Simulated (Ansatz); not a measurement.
Reaction (cleavage of the Si–B bond): `BB[SiH2]F` + `CO[SiH](F)S` → `CO[SiH](F)S[SiH2]F` + `BB`

Gas-phase electronic energies from Ansatz, PBE0-D4/def2-TZVP geometries. CBS: MP2 limit from def2 TZ/QZ plus the TZ coupled-cluster correction, frozen cores. Functionals use def2-TZVPP. One conformer a species, not always the lowest.

```csv
species,ωB97M-V energy (Eh)
`BB[SiH2]F`,-442.01836
`CO[SiH](F)S`,-904.00891
`CO[SiH](F)S[SiH2]F`,-1294.05485
`BB`,-52.00234
```

**Question.** Work out ΔE.

**Answer.** ΔE = (-1294.05485) + (-52.00234) − (-442.01836) − (-904.00891) = -0.02992 Eh = -78.6 kJ/mol. CCSD(T)/CBS gives -78.1 kJ/mol.

Largest T1 diagnostic among the species: 0.014.

The D4 term adds −9.5 kJ/mol with B3LYP and −5.5 kJ/mol with PBE0; it sums over pairs of atoms, weighted by their polarisabilities, and B3LYP, whose exchange is more repulsive, gets the larger term. From PBE to PBE0 (25 % exact exchange), in def2-TZVPP and without D4, ΔE moves by −6.1 kJ/mol.

B3LYP here is the variant with VWN-RPA as its local correlation; programs differ in this.
